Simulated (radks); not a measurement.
Q: The mean radii <r> (bohr) of the occupied orbitals of an atom or ion are listed with their occupations. Calculated with a radial shooting solver on a logarithmic mesh with Libxc functionals: non-relativistic Kohn-Sham, r2SCAN, spin-polarised, spherical densities, point nucleus; meta-GGA in the generalised Kohn-Sham scheme.

orbital  occ.      <r>
1s up       1  0.07738
1s down     1  0.07738
2s up       1   0.3655
2s down     1   0.3655
2p up       3   0.3282
2p down     3   0.3282
3s up       1    1.160
3s down     1    1.161
3p up       3    1.261
3p down     3    1.260
5p up       1    8.943

Name the element and its charge. Open shells, if any, are filled with parallel spins first.

A: Z = 20, calcium, charge +1: Ca+ in [Ar] 5p1. The 1s radius gives Z: for a bare nucleus <r> = 1.5/Z, 0.075 bohr for Z = 20, and screening makes it slightly larger (0.07738 here). The occupations add up to 19, and the charge is Z minus that.
